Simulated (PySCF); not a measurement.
AuCl4, SMILES [Cl][Au-]([Cl])([Cl])[Cl], charge -1, multiplicity 1. Atoms are numbered in the order given.

```xyz
5

Au     0.0000     0.0000     0.0000
Cl     2.3565     0.0000     0.0000
Cl     0.0000     2.3565     0.0000
Cl    -2.3565     0.0000     0.0000
Cl     0.0000    -2.3565     0.0000
```
Charge -1, spin multiplicity 1.

The structure is a stationary point at PBE-D3(BJ)/def2-SVPD. The multiplicity is an assumed one; other spin states were not compared. The isomer is the one that the SMILES or the coordinates give; other isomers of the formula were not compared. The def2 effective core potentials stand for the cores of Au; spin–orbit coupling is left out.

These are PySCF with CAM-B3LYP/def2-SVPD values and carry that method's errors.

Task: Estimate the frontier levels, gap, dipole moment and polarisability. (An estimate is asked for; the answer gives what the named calculation found.)

Result: 
- highest occupied level: -5.49 eV
- lowest empty level: 0.34 eV
- orbital gap: 5.83 eV
- dipole moment about the centre of nuclear charge: 0.00 D
- mean static polarisability: 120.0 bohr³ (17.78 Å³)
- polarisability, principal values: 70.2, 144.8, 144.8 bohr³
